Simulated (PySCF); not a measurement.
B3LYP has the VWN-RPA correlation part, as in Gaussian. 

```xyz
7

O      1.0409    -0.4627     0.9142
Al    -0.2166    -0.0279    -0.1311
S     -0.3708     1.9033    -1.1463
S     -1.7936    -1.4837    -0.4969
H      1.7916     0.0795     1.1560
H      0.7645     2.3826    -0.6076
H     -1.2160    -2.3911     0.3117
```

Charge 0, multiplicity 1.

**Question.** Give the Mulliken and meta-Löwdin atomic charges from B3LYP-D3(BJ)/def2-TZVP (PySCF).

**Answer.** 
```
atom  Mulliken (e)  meta-Löwdin (e)
----  ------------  ---------------
O1           -0.52            -0.78
Al2           0.54             0.88
S3           -0.30            -0.34
S4           -0.31            -0.34
H5            0.31             0.35
H6            0.14             0.10
H7            0.16             0.12
```
